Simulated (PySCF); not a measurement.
Al(All)(H)(OMe), SMILES C[O][AlH][CH2]C=C (GFN2-xTB optimised geometry):

```
15

Al     0.123     0.935     0.000
C      2.140     0.935     0.000
C      2.618     0.309    -1.267
C      3.242     0.947    -2.245
H      2.513     0.341     0.847
H      2.547     1.947     0.099
H      2.420    -0.754    -1.365
H      3.463     2.000    -2.184
H      3.552     0.447    -3.148
H     -0.702     2.224     0.000
O     -0.773    -0.445    -0.053
C     -1.561    -1.601    -0.105
H     -1.366    -2.224     0.771
H     -2.618    -1.332    -0.121
H     -1.326    -2.172    -1.006
```

Method: PySCF with PBE0/def2-TZVP.

Q: What are the frontier orbital energies and the dipole moment?

A: HOMO-2 -8.34 eV, HOMO-1 -7.94 eV, HOMO -6.56 eV, LUMO -0.52 eV, LUMO+1 0.47 eV; dipole moment 1.33 D.

Meta-Löwdin charges at PBE0/def2-TZVP: Al1 0.87, C2 -0.50, C3 -0.09, C4 -0.31, H5 0.13, H6 0.12, H7 0.11, H8 0.11, H9 0.12, H10 -0.17, O11 -0.63, C12 -0.10, H13 0.11, H14 0.11, H15 0.11.
